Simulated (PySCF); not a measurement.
Spin-orbit coupling and the fourth ionisation energy along the lanthanides

Two-component X2C-1e calculated with PySCF 2.14: MP2 on generalised Hartree-Fock spinors (GMP2), with spin-orbit coupling off and on (screened by Boettger's factors); no Breit or QED terms. Values in eV; the references (NIST) lie between the lowest levels. Elements whose determinants are no pure J levels are left out.

```json
{"element": "Ce (x2c-SVPall-2c, [Ar] 3d10 frozen)", "configurations": "[Xe] 4f1 → [Xe]", "spin-free": "34.955", "with spin-orbit": "35.066", "shift": "0.111", "reference": "36.906 ± 0.009 (s)"}
{"element": "Tb (x2c-SVPall-2c, [Ar] 3d10 frozen)", "configurations": "[Xe] 4f8 → [Xe] 4f7", "spin-free": "37.971", "with spin-orbit": "38.218", "shift": "0.247", "reference": "39.33 ± 0.04 (s)"}
{"element": "Dy (x2c-SVPall-2c, [Ar] 3d10 frozen)", "configurations": "[Xe] 4f9 → [Xe] 4f8", "spin-free": "40.245", "with spin-orbit": "40.373", "shift": "0.128", "reference": "41.23 ± 0.08 (s)"}
{"element": "Ho (x2c-SVPall-2c, [Ar] 3d10 frozen)", "configurations": "[Xe] 4f10 → [Xe] 4f9", "spin-free": "42.009", "with spin-orbit": "41.970", "shift": "-0.039", "reference": "42.52 ± 0.08 (s)"}
{"element": "Er (x2c-SVPall-2c, [Ar] 3d10 frozen)", "configurations": "[Xe] 4f11 → [Xe] 4f10", "spin-free": "42.400", "with spin-orbit": "42.139", "shift": "-0.261", "reference": "42.42 ± 0.04 (s)"}
{"element": "Tm (x2c-SVPall-2c, [Ar] 3d10 frozen)", "configurations": "[Xe] 4f12 → [Xe] 4f11", "spin-free": "42.755", "with spin-orbit": "42.364", "shift": "-0.391", "reference": "42.41 ± 0.04 (s)"}
{"element": "Yb (x2c-SVPall-2c, [Ar] 3d10 frozen)", "configurations": "[Xe] 4f13 → [Xe] 4f12", "spin-free": "44.422", "with spin-orbit": "43.864", "shift": "-0.558", "reference": "43.61 ± 0.04 (s)"}
{"element": "Lu (x2c-SVPall-2c, [Ar] 3d10 frozen)", "configurations": "[Xe] 4f14 → [Xe] 4f13", "spin-free": "45.403", "with spin-orbit": "44.609", "shift": "-0.793", "reference": "45.249 ± 0.025 (s)"}
```

The largest shift is at Lu, -0.793 eV, where spin-orbit coupling lowers the species with fewer electrons by more than the one with more (starting occupations closed and 4f5/2^6 4f7/2^7).

What remains against the references is mostly the basis and correlation beyond MP2. References marked (s) are semi-empirical, (t) theoretical.
